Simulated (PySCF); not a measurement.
Compound: AsMe2(iPr), C₅H₁₃As.
Geometry (PBE0-D3(BJ)/def2-SVP, Å), atoms numbered from 1 in this order:
```
atom  x, y, z in Å
As1    0.473    0.758    0.874
C2     2.131    0.771   -0.184
H3     1.926    0.641   -1.258
H4     2.804   -0.029    0.157
H5     2.642    1.733   -0.032
C6    -0.400    2.241   -0.079
H7    -1.426    2.377    0.291
H8    -0.429    2.064   -1.166
H9     0.157    3.169    0.117
C10   -0.435   -0.734   -0.081
C11   -1.905   -0.791    0.308
C12    0.273   -2.051    0.208
H13   -0.351   -0.506   -1.159
H14   -2.437    0.143    0.069
H15   -2.024   -0.977    1.388
H16   -2.421   -1.608   -0.225
H17   -0.205   -2.881   -0.337
H18    1.333   -2.030   -0.089
H19    0.233   -2.296    1.283
```

Level of theory: PySCF 2.14.0, PBE0-D3(BJ)/def2-SVP geometry optimisation, gas phase.

Take the most abundant isotopes and a rigid rotor. The values belong to one conformer.

Task: Give the principal moments of inertia and the rotational constants in cm⁻¹.

Result: Ia = 162.65, Ib = 267.65, Ic = 356.46 u·Å²; 505379 MHz·u·Å²/I gives 3107, 1888 and 1418 MHz, that is A = 0.10364, B = 0.06298, C = 0.04729 cm⁻¹.

Task: What kind of rotor is it?

Result: An asymmetric top: κ = (2 × 1888 − 3107 − 1418)/(3107 − 1418) = -0.44.

Task: Is it planar, by Δ = Ic − Ia − Ib?

Result: Not planar: Δ = Ic − Ia − Ib = -73.84 u·Å². For a rigid frame Δ = −2 Σ m c², so Σ m c² = 36.92 u·Å² lies off the ab plane: 12.19 from hydrogen and 24.73 from heavier atoms. The atom farthest from that plane is 1.74 Å away.

Task: Which lines would a microwave search look for?

Result: The dipole components are |μa| = 0.17 D, |μb| = 0.00 D, |μc| = 1.08 D. The squared components, which scale the intensities, stand as 0.03 : 0.00 : 1.00 (a : b : c). Some lines, for components of 0.1 D or more:

```csv
type,branch,"J(Ka,Kc)",MHz,lower level (cm⁻¹)
a,Q,"1(1,0) ← 1(1,1)",470,0.151
a,Q,"3(2,1) ← 3(2,2)",524,0.856
c,Q,"4(2,3) ← 4(1,3)",2283,1.218
c,Q,"2(2,1) ← 2(1,1)",3657,0.403
a,Q,"4(1,3) ← 4(1,4)",4588,1.065
a,R,"2(1,2) ← 1(1,1)",6142,0.151
a,R,"2(0,2) ← 1(0,1)",6500,0.110
c,Q,"3(3,1) ← 3(2,1)",6810,0.873
a,R,"3(1,3) ← 2(1,2)",9149,0.356
a,R,"3(0,3) ← 2(0,2)",9506,0.327
c,Q,"4(4,1) ← 4(3,1)",9906,1.551
a,R,"3(2,2) ← 2(2,1)",9918,0.525
a,R,"3(1,2) ← 2(1,1)",10543,0.403
c,R,"2(2,1) ← 1(1,1)",11210,0.151
a,R,"4(1,4) ← 3(1,3)",12101,0.661
a,R,"4(0,4) ← 3(0,3)",12354,0.644
c,R,"3(1,2) ← 2(0,2)",12815,0.327
a,R,"4(2,3) ← 3(2,2)",13136,0.856
a,R,"4(3,2) ← 3(3,1)",13406,1.100
a,R,"4(1,3) ← 3(1,2)",13884,0.755
a,R,"4(2,2) ← 3(2,1)",14003,0.873
c,R,"3(2,1) ← 2(1,1)",14098,0.403
c,R,"3(2,2) ← 2(1,2)",14986,0.356
c,R,"3(3,0) ← 2(2,0)",17157,0.529
c,R,"3(3,1) ← 2(2,1)",17252,0.525
c,R,"4(3,1) ← 3(2,1)",20332,0.873
c,R,"4(3,2) ← 3(2,2)",20739,0.856
c,R,"4(4,1) ← 3(3,1)",23428,1.100
```

PBE0-D3(BJ)/def2-SVP frequencies: not computed here. Constants of a rigid frame at the computed geometry: no zero-point averaging, no centrifugal distortion. A rigid rotor knows nothing of internal rotation, which can split or shift real lines. Quadrupole hyperfine structure (75As) is left out.

Hardware: one thread, Intel Xeon at 2.50 GHz (x86_64), shared host with 64 logical CPUs at a one-minute load of 59. Cost: 3.0 min, 0.68 GiB resident at most. This is the geometry optimisation.
